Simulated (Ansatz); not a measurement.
Molecule: C$_{2}$H$_{8}$Sn, net charge 0, singlet state. 
Structure (B3LYP-D3(BJ)/def2-TZVP (Ansatz, a program for electronic structure) minimum search):
```
Sn
H 1 1.7194
H 1 1.7194 2 108.47
C 1 2.1608 2 109.65 3 -119.72
H 4 1.0889 1 110.28 2 59.49
H 4 1.0893 5 108.98 1 120.59
H 4 1.0893 5 108.98 6 118.82
C 1 2.1608 2 109.65 3 119.72
H 8 1.0889 1 110.28 2 -59.49
H 8 1.0893 9 108.98 1 120.59
H 8 1.0893 9 108.98 10 118.82
```

Total electronic energies in hartree. Correlated levels leave the core frozen unless marked. No spin-orbit coupling. The frozen core is the preceding noble-gas configuration, with the filled d and f shells of earlier blocks. In def2 rows, elements after Kr have scalar-relativistic effective core potentials. STO-3G rows are all-electron and non-relativistic. Basis-set limits of correlation are two-point, X^-3; Hartree-Fock from the larger set. [CCSD(T)-MP2]/basis is that difference in the basis named.

```
level                                                                 program  energy (Eh)
-------------------------------------------------------------  --------------  -----------
SVWN5/def2-TZVPD                                                       Ansatz   -294.20654
PBE-D4/def2-TZVPD                                              Ansatz + dftd4   -295.21355
BLYP-D4/def2-TZVPD                                             Ansatz + dftd4          ___
B3LYP-D3(BJ)/def2-TZVPD                                        Ansatz + dftd3   -295.43556
B3LYP-D4/def2-TZVPD                                            Ansatz + dftd4   -295.43366
PBE0/def2-SVP                                                          Ansatz          ___
PBE0/def2-TZVP                                                         Ansatz   -295.23809
PBE0/def2-QZVPP                                                        Ansatz          ___
BHLYP/def2-TZVPD                                                       Ansatz   -295.21110
r2SCANh-D4/def2-TZVPD                                          Ansatz + dftd4   -295.35156
CAM-B3LYP-D4/def2-TZVPD                                        Ansatz + dftd4   -295.27642
wB97M-V/def2-TZVPD                                                     Ansatz   -295.22340
RPA@PBE/def2-QZVPP                                                     Ansatz   -294.64845
MP2/def2-TZVPPD                                                        Ansatz   -294.23929
MP2/def2-QZVPPD                                                        Ansatz   -294.27367
MP2/CBS(def2-TZVPP,def2-QZVPP)                                         Ansatz    -294.2955
RI-MP2/def2-TZVPP                                                      Ansatz   -294.23667
SCS-MP2/STO-3G                                                         Ansatz  -6042.95722
SCS-MP2/def2-QZVPP                                                     Ansatz   -294.29241
CCSD/def2-SVPD                                                         Ansatz   -294.12073
CCSD/CBS(def2-TZVPPD,def2-QZVPPD)                                      Ansatz    -294.3307
RI-MP2/CBS(def2-TZVPPD,def2-QZVPPD)+[CCSD(T)-MP2]/def2-QZVPPD          Ansatz    -294.3557
CCSD(T)/CBS(def2-TZVPPD,def2-QZVPPD)                                   Ansatz    -294.3525
```

### Question
What belongs in the gaps?

### Answer

- BLYP-D4/def2-TZVPD, energy (Eh): -295.23696
- PBE0/def2-SVP, energy (Eh): -295.13855
- PBE0/def2-QZVPP, energy (Eh): -295.24762
